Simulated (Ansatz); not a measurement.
Computed with Ansatz on PBE0-D4/def2-TZVP structures; ΔE is electronic, products minus reactants. CCSD(T)/CBS adds triple-zeta CCSD(T) − MP2 to the extrapolated MP2 energy (def2 sets, frozen cores). DFT in def2-TZVPP. B3LYP here is the variant with VWN-RPA as its local correlation; programs differ in this. Each species was taken in one conformer, which may not be the lowest.

`O[Si](O)(O)[O][Al]([F])[Cl]` + CH₃NH₂ → `N[Si](O)(O)O` + `C[O][Al]([F])[Cl]`  (formal exchange of groups at the Si–O bond)

```tsv
level	ΔE (kcal/mol)	difference from CCSD(T)/CBS
PBE-D4	18.7	-2.3
B97M-V	20.9	-0.1
B3LYP-D4	20.1	-0.9
r2SCANh-D4	20.5	-0.5
r2SCAN0-D4	20.9	-0.1
BHLYP-D4	21.5	0.5
ωB97X-V	19.9	-1.1
PBE	18.4	-2.6
revPBE	18.7	-2.3
BLYP	18.8	-2.2
PBE0	19.7	-1.3
BHLYP	21.0	0.0
HF/def2-SVP	21.9	0.9
MP2/def2-SVP	21.3	0.3
CCSD(T)/def2-SVP	21.2	0.2
HF/def2-TZVPP	22.5	1.5
CCSD(T)/CBS	21.0	0
```

Largest T1 diagnostic among the species: 0.011.

From PBE to PBE0 (25 % exact exchange), in def2-TZVPP and without D4, ΔE moves by +1.2 kcal/mol. In def2-TZVPP, CCSD(T) changes the Hartree–Fock value by −1.5 kcal/mol (the triples alone add −0.3 kcal/mol) and MP2 by −1.5 kcal/mol. Leaving LDA and LC-ωPBE aside and taking each functional with its dispersion term where it has one, the values spread over 2.8 kcal/mol, from PBE-D4 to BHLYP-D4.
